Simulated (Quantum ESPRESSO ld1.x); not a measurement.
The numbers below are computed, except where a source is named.
Problem. These are the eigenvalues of the occupied orbitals of an atom or ion with whole-number occupations (eV). Level of theory: Dirac Kohn-Sham, LDA (Slater exchange, Perdew-Zunger correlation), spin-unpolarised, spherical densities, point nucleus (ld1.x of Quantum ESPRESSO 7.5).

orbital  eigenvalue
1s1/2      -73809.2
2s1/2      -12929.3
2p1/2      -12385.6
2p3/2      -10855.8
3s1/2      -3084.10
3p1/2      -2840.68
3p3/2      -2507.09
3d3/2      -2098.52
3d5/2      -2026.20
4s1/2      -728.007
4p1/2      -625.910
4p3/2      -547.279
4d3/2      -379.543
4d5/2      -364.968
5s1/2      -187.447
5p1/2      -154.694
4f5/2      -152.109
4f7/2      -149.268
5p3/2      -140.972
5d3/2      -94.2103
5d5/2      -92.3658

Which element is it, and in what charge state? The configuration may be excited. Open shells, if any, are shared by 2j + 1.

Solution. Z = 76, osmium, charge +7: Os7+ in [Xe] 4f14 5d1. The list shows which subshells hold electrons but not how many an open one holds; the 1s level, -2712.4 hartree, gives Z - s = 73.7 by -(Z - s)^2/2, which with screening and relativity narrows Z to a few neighbours, and the depths of the outer levels then fix element, charge and occupations together.
